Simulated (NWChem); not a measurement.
# bromine monochloride (BrCl); SMILES ClBr

```xyz
2

Cl     0.0000     0.0000     1.4518
Br     0.0000     0.0000    -0.7127
```
Atoms are numbered in this order, from 1.

Structure relaxed at the PBE0/def2-SVP level.

### Question
List the 4 lowest vertical singlet excitations from PBE/6-31G* (spherical d), TDA (NWChem).

### Answer
```json
[
 {"state": "S1", "energy (eV)": "2.91", "oscillator strength": "0.000", "leading excitation (squared amplitude)": "HOMO → LUMO (1.00)"},
 {"state": "S2", "energy (eV)": "2.91", "oscillator strength": "0.000", "leading excitation (squared amplitude)": "HOMO−1 → LUMO (1.00)"},
 {"state": "S3", "energy (eV)": "5.12", "oscillator strength": "0.000", "leading excitation (squared amplitude)": "HOMO−2 → LUMO (1.00)"},
 {"state": "S4", "energy (eV)": "5.12", "oscillator strength": "0.000", "leading excitation (squared amplitude)": "HOMO−3 → LUMO (1.00)"}
]
```
